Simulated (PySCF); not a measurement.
Rows and methods have been separated. Pair them.

Compound: Ge(CN)H3, CH3GeN.
InChI=1S/CH3GeN/c2-1-3/h2H3

The closed-shell ground state was solved 3 times with PySCF (density fitting, gas phase), always in the pcSseg-1 (pcSseg-2 on Ge) basis (112 functions), with these functionals: B3LYP, PBE and PBE0. Isolated species at its PBE0-D3(BJ)/def2-SVP geometry, gas phase. The calculation is non-relativistic and has no spin–orbit coupling, an omission that weighs most on germanium.

```csv
row,total energy (Eh),HOMO (eV),LUMO (eV),dipole (D)
P,-2171.2436,-8.35,-1.24,3.77
Q,-2171.7260,-9.42,-0.49,3.88
R,-2171.2896,-9.69,-0.27,3.91
```

Q: Which functional belongs to which row?

A: P = PBE, Q = B3LYP, R = PBE0. By rising HOMO–LUMO gap: PBE (GGA) 7.11 eV; B3LYP (global hybrid, 20 % exact exchange) 8.93 eV; PBE0 (global hybrid, 25 % exact exchange) 9.42 eV. Total energies of different functionals aren't bounds to one another; each is stationary for its own functional.
